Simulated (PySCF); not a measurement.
## Calculated data, CH4BN, CH5B2N, C2H8BN, C2H9BSi and others

Calculation on a computer-drawn molecule: the log of a Hartree-Fock and frozen-core CCSD(T) single point meant for a local Hartree-Fock minimum, with one planted fault or none, to be diagnosed. Offsets are logged minus clean, where the clean run is the same molecule without the fault. The reference is restricted for singlets and unrestricted otherwise, and also for a bond in bohr or an excited solution. Adding or removing an electron swaps singlet and doublet. The excited solution moves the top pair (singlet) or top alpha electron (doublet) to the lowest empty orbital. Highest occupied and lowest empty are orbital energies over both spins, largest force is the largest gradient component, triples share is (T) over the correlation energy, the T1 limit is 0.02 restricted and 0.045 unrestricted, electrons count all cores, a negative frequency is imaginary (commonest isotopes), and the dipole is about the centre of nuclear charge. Program: PySCF 2.14.0.

Common to all runs: logged SCF converged yes; logged CC converged yes; logged SCF stable within its kind yes; possible faults no fault, one electron removed, one electron added, multiplicity raised by two, geometry at a saddle point, SCF held on an excited solution, minimal basis STO-3G, one bond length entered in bohr, all coordinates scaled.

(1) 
```xyz
7
formula=CH4BN meant_charge=0 meant_multiplicity=1 meant_basis=cc-pVDZ logged_electrons=22 logged_basis_functions=62 logged_spin_squared=0 logged_highest_occupied=-10.466 logged_lowest_empty=4.2426 logged_largest_force=0.084721 logged_T1_diagnostic=0.018161 logged_D1_diagnostic=0.048292 logged_triples_share=0.037261 logged_dipole_magnitude=1.0789 logged_energy_HF=-119.30821 logged_energy_CCSD(T)=-119.75894 planted_fault=all_coordinates_scaled,by_+9.1_% HF_energy_offset_from_clean_run=32.02 CCSD(T)_energy_offset_from_clean_run=19.03
C     -2.7002     1.0186    -1.0798
B     -3.3651    -0.4453    -0.5518
N     -3.8924    -1.6058    -0.1333
H     -3.3642     1.4917    -1.9480
H     -2.6437     1.8008    -0.1834
H     -1.5984     0.8511    -1.5002
H     -4.3142    -2.5343     0.2015
```

Units: logged_highest_occupied, logged_lowest_empty in eV; logged_largest_force in hartree/bohr; logged_dipole_magnitude in debye; logged_energy_HF, logged_energy_CCSD(T) in hartree; HF_energy_offset_from_clean_run, CCSD(T)_energy_offset_from_clean_run in kcal/mol.

Drawn bonds:
```csv
atom,other atom,order
1,2,1
2,3,2
1,4,1
1,5,1
1,6,1
3,7,1
```

(2) 
```xyz
9
formula=CH5B2N meant_charge=0 meant_multiplicity=1 meant_basis=cc-pVDZ logged_electrons=29 logged_basis_functions=81 logged_spin_squared=0.7626 logged_highest_occupied=-0.11129 logged_lowest_empty=9.1521 logged_largest_force=0.053577 logged_T1_diagnostic=0.013712 logged_D1_diagnostic=0.040193 logged_triples_share=0.031679 logged_dipole_magnitude=2.4897 logged_energy_HF=-144.57408 logged_energy_CCSD(T)=-145.11137 planted_fault=one_electron_added HF_energy_offset_from_clean_run=18.94 CCSD(T)_energy_offset_from_clean_run=10.44
C      0.5965    -1.3142    -3.2366
B      0.7271    -2.2470    -1.9771
B     -0.2567    -2.0800    -0.5995
N     -0.9725    -1.9557     0.3946
H     -0.3759    -0.8340    -3.3565
H      1.3310    -0.5089    -3.0721
H      0.8858    -1.8039    -4.1691
H      1.5930    -3.0801    -1.9565
H     -1.5410    -1.8632     1.1937
```

Units: logged_highest_occupied, logged_lowest_empty in eV; logged_largest_force in hartree/bohr; logged_dipole_magnitude in debye; logged_energy_HF, logged_energy_CCSD(T) in hartree; HF_energy_offset_from_clean_run, CCSD(T)_energy_offset_from_clean_run in kcal/mol.

Drawn bonds:
```csv
atom,other atom,order
1,2,1
2,3,1
3,4,2
1,5,1
1,6,1
1,7,1
2,8,1
4,9,1
```

(3) 
```xyz
9
formula=CH5B2N meant_charge=0 meant_multiplicity=1 meant_basis=cc-pVDZ logged_electrons=27 logged_basis_functions=81 logged_spin_squared=0.7603 logged_highest_occupied=-17.777 logged_lowest_empty=-7.4154 logged_largest_force=0.099377 logged_T1_diagnostic=0.02383 logged_D1_diagnostic=0.12107 logged_triples_share=0.028345 logged_dipole_magnitude=5.1048 logged_energy_HF=-144.27478 logged_energy_CCSD(T)=-144.74188 planted_fault=one_electron_removed HF_energy_offset_from_clean_run=206.8 CCSD(T)_energy_offset_from_clean_run=242.3
C      0.5965    -1.3142    -3.2366
B      0.7271    -2.2470    -1.9771
B     -0.2567    -2.0800    -0.5995
N     -0.9725    -1.9557     0.3946
H     -0.3759    -0.8340    -3.3565
H      1.3310    -0.5089    -3.0721
H      0.8858    -1.8039    -4.1691
H      1.5930    -3.0801    -1.9565
H     -1.5410    -1.8632     1.1937
```

Units: logged_highest_occupied, logged_lowest_empty in eV; logged_largest_force in hartree/bohr; logged_dipole_magnitude in debye; logged_energy_HF, logged_energy_CCSD(T) in hartree; HF_energy_offset_from_clean_run, CCSD(T)_energy_offset_from_clean_run in kcal/mol.

Drawn bonds:
```csv
atom,other atom,order
1,2,1
2,3,1
3,4,2
1,5,1
1,6,1
1,7,1
2,8,1
4,9,1
```

(4) 
```xyz
12
formula=C2H8BN meant_charge=0 meant_multiplicity=1 meant_basis=cc-pVDZ logged_electrons=33 logged_basis_functions=96 logged_spin_squared=0.7633 logged_highest_occupied=1.1219 logged_lowest_empty=9.697 logged_largest_force=0.038739 logged_T1_diagnostic=0.011753 logged_D1_diagnostic=0.050689 logged_triples_share=0.027452 logged_dipole_magnitude=2.5122 logged_energy_HF=-159.43947 logged_energy_CCSD(T)=-160.07848 planted_fault=one_electron_added HF_energy_offset_from_clean_run=49.88 CCSD(T)_energy_offset_from_clean_run=36.93
C     -1.0827     1.1910     1.7380
B     -0.6612    -0.3128     1.5149
C      0.6704    -0.7425     0.7749
N      0.2712    -0.9782    -0.6332
H     -0.8610     1.4118     2.7938
H     -2.1531     1.3711     1.6106
H     -0.5188     1.9115     1.1395
H     -1.4243    -1.1874     1.8510
H      1.4542     0.0187     0.7748
H      1.1191    -1.6637     1.1509
H     -0.4396    -1.6893    -0.6877
H     -0.1228    -0.1454    -1.0392
```

Units: logged_highest_occupied, logged_lowest_empty in eV; logged_largest_force in hartree/bohr; logged_dipole_magnitude in debye; logged_energy_HF, logged_energy_CCSD(T) in hartree; HF_energy_offset_from_clean_run, CCSD(T)_energy_offset_from_clean_run in kcal/mol.

Drawn bonds:
```csv
atom,other atom,order
1,2,1
2,3,1
3,4,1
1,5,1
1,6,1
1,7,1
2,8,1
3,9,1
3,10,1
4,11,1
4,12,1
```

Notes: highest electron not bound in this basis.

(5) 
```xyz
13
formula=C2H9BSi meant_charge=0 meant_multiplicity=1 meant_basis=cc-pV(D+d)Z logged_electrons=40 logged_basis_functions=110 logged_spin_squared=2.0181 logged_highest_occupied=-5.5781 logged_lowest_empty=-2.1172 logged_largest_force=0.086243 logged_T1_diagnostic=0.064929 logged_D1_diagnostic=0.442 logged_triples_share=0.029743 logged_dipole_magnitude=3.1716 logged_energy_HF=-394.38866 logged_energy_CCSD(T)=-394.95082 planted_fault=multiplicity_raised_by_two HF_energy_offset_from_clean_run=136.9 CCSD(T)_energy_offset_from_clean_run=136.3
C     -1.1361     0.4578    -1.9516
B     -0.1876    -0.5767    -1.2297
C      0.7661    -0.1981    -0.0433
Si    -0.0263    -0.5283     1.6449
H     -1.2126     1.4294    -1.4576
H     -0.7314     0.6275    -2.9596
H     -2.1417     0.0524    -2.1019
H     -0.2066    -1.7231    -1.6077
H      1.6845    -0.7958    -0.0482
H      1.0365     0.8639    -0.0433
H     -0.3584    -1.9644     1.8030
H     -1.2731     0.2586     1.8073
H      0.9150    -0.1409     2.7218
```

Units: logged_highest_occupied, logged_lowest_empty in eV; logged_largest_force in hartree/bohr; logged_dipole_magnitude in debye; logged_energy_HF, logged_energy_CCSD(T) in hartree; HF_energy_offset_from_clean_run, CCSD(T)_energy_offset_from_clean_run in kcal/mol.

Drawn bonds:
```csv
atom,other atom,order
1,2,1
2,3,1
3,4,1
1,5,1
1,6,1
1,7,1
2,8,1
3,9,1
3,10,1
4,11,1
4,12,1
4,13,1
```

Notes: T1 above single-reference limit.

(6) 
```xyz
10
formula=CH6BOSi meant_charge=1 meant_multiplicity=1 meant_basis=cc-pV(D+d)Z logged_electrons=38 logged_basis_functions=95 logged_spin_squared=0 logged_highest_occupied=-17.068 logged_lowest_empty=-4.8915 logged_largest_force=2.307e-05 logged_lowest_frequency=53.34 logged_T1_diagnostic=0.016415 logged_D1_diagnostic=0.060527 logged_triples_share=0.025505 logged_dipole_magnitude=5.2101 logged_energy_HF=-429.65098 logged_energy_CCSD(T)=-430.19581 planted_fault=no_fault HF_energy_offset_from_clean_run=0 CCSD(T)_energy_offset_from_clean_run=0
C      1.3238     2.9187    -0.7808
B      0.3680     2.4758    -1.9184
O     -0.3820     1.2683    -1.7872
Si    -1.2215    -0.0227    -1.7055
H      2.3271     3.0723    -1.1923
H      1.3854     2.2301     0.0625
H      1.0038     3.9010    -0.4146
H      0.1688     3.0517    -2.9404
H     -0.6512    -1.2591    -2.2193
H     -2.5477     0.0443    -1.1098
```

Units: logged_highest_occupied, logged_lowest_empty in eV; logged_largest_force in hartree/bohr; logged_lowest_frequency in cm⁻¹; logged_dipole_magnitude in debye; logged_energy_HF, logged_energy_CCSD(T) in hartree; HF_energy_offset_from_clean_run, CCSD(T)_energy_offset_from_clean_run in kcal/mol.

Drawn bonds:
```csv
atom,other atom,order
1,2,1
2,3,1
3,4,1
1,5,1
1,6,1
1,7,1
2,8,1
4,9,1
4,10,1
```

(7) 
```xyz
12
formula=C3H8B meant_charge=0 meant_multiplicity=2 meant_basis=cc-pVDZ logged_electrons=31 logged_basis_functions=96 logged_spin_squared=1.6449 logged_highest_occupied=-10.27 logged_lowest_empty=1.2302 logged_largest_force=0.031444 logged_T1_diagnostic=0.033128 logged_D1_diagnostic=0.15889 logged_triples_share=0.035853 logged_dipole_magnitude=0.62911 logged_energy_HF=-142.77381 logged_energy_CCSD(T)=-143.32176 planted_fault=one_bond_length_entered_in_bohr,row_3_of_the_drawn_bonds HF_energy_offset_from_clean_run=94.24 CCSD(T)_energy_offset_from_clean_run=104.9
C      0.2084    -1.3051     0.3557
B     -0.6325    -1.1488     1.6870
C     -2.0822    -0.6273     1.7770
C     -3.7596     0.2299    -0.3454
H      1.1311    -0.7176     0.4368
H      0.5336    -2.3474     0.2507
H     -0.3005    -1.0134    -0.5651
H     -0.0980    -1.4630     2.7229
H     -2.5504    -0.5678     2.7581
H     -4.6761    -0.3693    -0.3794
H     -3.2763     0.1633    -1.3197
H     -4.0750     1.2679    -0.1932
```

Units: logged_highest_occupied, logged_lowest_empty in eV; logged_largest_force in hartree/bohr; logged_dipole_magnitude in debye; logged_energy_HF, logged_energy_CCSD(T) in hartree; HF_energy_offset_from_clean_run, CCSD(T)_energy_offset_from_clean_run in kcal/mol.

Drawn bonds:
```csv
atom,other atom,order
1,2,1
2,3,1
3,4,1
1,5,1
1,6,1
1,7,1
2,8,1
3,9,1
4,10,1
4,11,1
4,12,1
```

(8) 
```xyz
10
formula=CH6AlBO meant_charge=0 meant_multiplicity=1 meant_basis=cc-pV(D+d)Z logged_electrons=39 logged_basis_functions=95 logged_spin_squared=0.7663 logged_highest_occupied=0.7202 logged_lowest_empty=7.7623 logged_largest_force=0.057684 logged_T1_diagnostic=0.015455 logged_D1_diagnostic=0.053392 logged_triples_share=0.025433 logged_dipole_magnitude=7.4465 logged_energy_HF=-382.892 logged_energy_CCSD(T)=-383.44263
C     -0.7331     0.3884    -0.6826
B      0.8013     0.7478    -0.8058
O      1.4535     0.7279    -1.9826
Al     2.3719     0.7372    -3.3952
H     -1.2804     1.2313    -0.2442
H     -0.8662    -0.4484     0.0132
H     -1.1999     0.1272    -1.6356
H      1.4235     1.0538     0.1876
H      3.0981    -0.5915    -3.8145
H      2.4415     2.0705    -4.2237
```

Units: logged_highest_occupied, logged_lowest_empty in eV; logged_largest_force in hartree/bohr; logged_dipole_magnitude in debye; logged_energy_HF, logged_energy_CCSD(T) in hartree.

Drawn bonds:
```csv
atom,other atom,order
1,2,1
2,3,1
3,4,1
1,5,1
1,6,1
1,7,1
2,8,1
4,9,1
4,10,1
```

Notes: highest electron not bound in this basis.

To be estimated
1. CH6AlBO (entry 8): planted fault?

Calculated values
1. one electron added

Further results for CH6AlBO (entry 8):

```
HF energy offset from clean run      : 26.3 kcal/mol
CCSD(T) energy offset from clean run : 16.96 kcal/mol
```
